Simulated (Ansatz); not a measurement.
The same path of CH6Sn + H2O (11 atoms, charge 0, multiplicity 1) was run twice with different band settings. Lost on the way: Sn1–C2, O9–H11. Made: Sn1–O9, C2–H11.

These are results of Ansatz 0.2.0, RKS PBE0-D4/def2-SVP, not measurements.

Relaxed end points:

```xyz
11
Properties=species:S:1:pos:R:3
Sn -0.184 -0.159 0.131
C -0.228 -0.185 2.290
H -0.785 -1.059 2.654
H 0.797 -0.231 2.684
H -0.717 0.724 2.668
H 1.403 -0.418 -0.468
H -0.868 1.268 -0.514
H -1.139 -1.487 -0.421
O 1.668 2.116 1.113
H 2.490 1.613 1.106
H 1.478 2.235 2.050
```

```xyz
11
Properties=species:S:1:pos:R:3
Sn 0.505 0.261 -0.726
C -0.246 0.318 3.189
H -1.222 0.153 2.711
H 0.203 -0.654 3.437
H -0.391 0.897 4.111
H 1.245 0.250 -2.274
H -1.053 0.951 -0.754
H 0.529 -1.308 -0.030
O 1.531 1.511 0.448
H 2.401 1.165 0.677
H 0.412 0.872 2.504
```

Common settings: movable images 7; climbing image yes; spring 5.0 eV/Å²; optimiser quadratic models (default); start path through a guess of the saddle point; force threshold 0.05 eV/Å; end points relaxed.

| run | iteration limit |
| --- | --- |
| 1 | 42 |
| 2 | 6 |

**Question.** What does each run give, and how far can it be trusted?

**Answer.** Run 1: converged after 19 iterations, highest image 1.642 eV above the first end. Neighbouring images differ by up to 1.3 eV, so the band resolves the path poorly. A vibrational analysis at the climbing image gives one clearly imaginary mode, 1312i cm⁻¹: a first-order saddle point.
Run 2: not converged after 6 iterations, highest image 1.735 eV above the first end. The band didn't meet its force threshold, so its energies are provisional: the largest band force was still 0.71 eV/Å, and over the last iterations the top moved between 1.51 and 1.74 eV.
The orbitals stay closed-shell, which can raise the energy where a bond breaks towards radicals; this wasn't checked here.
